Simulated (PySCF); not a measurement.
# Exercise with solution: entropy of an ideal gas

iminoborane (BH₂N), SMILES B=N.

Geometry optimised at B3LYP-D3(BJ)/def2-TZVPD.

PySCF with B3LYP-D3(BJ)/def2-TZVPD gives the harmonic wavenumbers 480, 480, 754, 754, 1848, 2893, 3859 cm⁻¹ and the rotational temperature 1.6028 K. The molar mass is 26.83 g/mol, the symmetry number 1, the spin multiplicity 1.

Problem. Work out the entropy at 298.15 K and 1 atm in the rigid-rotor, harmonic-oscillator model.

Solution. 
Translation (Sackur–Tetrode at 1 atm): S = R[1.5 ln M + 2.5 ln T − 1.16487] = 149.8 J/(mol K).
Rotation: q = T/(σ θ) = 186, S = R[ln q + 1] = 51.8 J/(mol K).
Vibration: with u = 1.4388 ν/T, each mode gives R[u/(e^u − 1) − ln(1 − e^−u)]:
```csv
ν (cm⁻¹),modes,u,S (J/(mol K))
480,2,2.32,5.94
754,2,3.64,2.08
1848,1,8.92,0.01
```
The stiffer modes add less than 0.005 each. Sum 8.0 J/(mol K).
Spin: R ln 1 = 0.0 J/(mol K).
Total 209.6 J/(mol K); the program's own thermochemistry gives 209.6. Translation makes up 71 % and vibration 4 %. Anharmonicity, hindered rotation and orbital degeneracy are left out.
